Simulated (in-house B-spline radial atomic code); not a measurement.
A fraction x of an electron is removed from 5p in Ba+, starting from [Xe] 6s1 and keeping the highest spin. Level of theory: scalar-relativistic (X2C) B97-1, spin-polarised, spherical fractional occupations, Fermi nucleus of rms radius 4.8378 fm; calculated with a B-spline radial code for spherical atoms.

Caution: exact exchange at fractional occupations of open shells leaves self-interaction of up to several eV.

| x | E(x) - E(0) (eV) | 5p down level (eV) |
| --- | --- | --- |
| 0 | 0.0000 | -25.647 |
| 0.09 | 2.3436 | -26.434 |
| 0.14 | 3.6763 | -26.874 |
| 0.33 | ? | ? |
| 0.5 | 13.9286 | -30.097 |
| 0.57 | 16.0576 | -30.734 |
| 0.71 | ? | ? |
| 0.83 | 24.3585 | -33.125 |
| 0.97 | 29.0871 | -34.428 |
| 1 | 30.1241 | -34.709 |

(1) What belongs in the row x = 0.33?

(2) What belongs in the row x = 0.71?

(3) Check Janak's theorem between x = 0.09 and 0.14.

## Answers

(1) An energy change of 8.9426 eV; 5p down at -28.564 eV.

(2) An energy change of 20.4501 eV; 5p down at -32.017 eV.

(3) The slope of the energy is 26.65 eV; the orbital levels give 26.65 eV (-ε of the emptying orbital, averaged over the two points).
